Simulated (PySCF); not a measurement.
Germanium monoxide, GeO.
SMILES: `[O+]#[Ge-]`

Computed, not measured: PBE0-D3(BJ)/def2-TZVP geometry optimisation, gas phase in PySCF.

Take the most abundant isotopes and a rigid rotor. 

Task: What are the moment of inertia and the rotational constant?

Result: I = 34.622 u·Å², B = 505379 MHz·u·Å²/I = 14597 MHz (0.4869 cm⁻¹, or 0.701 K as hB/k). For two atoms I = μr² with μ = 13.1496 u and r = 1.6226 Å.

Task: List the first levels of a rigid rotor in a Σ state.

Result: E(J) = BJ(J+1): J = 1: 0.974, J = 2: 2.921, J = 3: 5.843, J = 4: 9.738, J = 5: 14.607, J = 6: 20.450 cm⁻¹.

Task: Where do the first rotational lines fall?

Result: The dipole is 3.37 D; J+1 ← J lies at 2B(J+1): 1 ← 0 at 29.19 GHz, 2 ← 1 at 58.39 GHz, 3 ← 2 at 87.58 GHz, 4 ← 3 at 116.78 GHz, 5 ← 4 at 145.97 GHz, 6 ← 5 at 175.17 GHz.

Task: Estimate the classical rotational partition function at 25 K, 100 K and 500 K.

Result: Point group C∞v, symmetry number σ = 1; q = kT/(σhB), k/h = 20836.6 MHz/K: 35.7 at 25 K, 143 at 100 K, 714 at 500 K.

No PBE0-D3(BJ)/def2-TZVP frequencies stand behind this structure, so it isn't proved a minimum. No vibrational averaging or centrifugal distortion is included, and the geometry carries the error of its method.
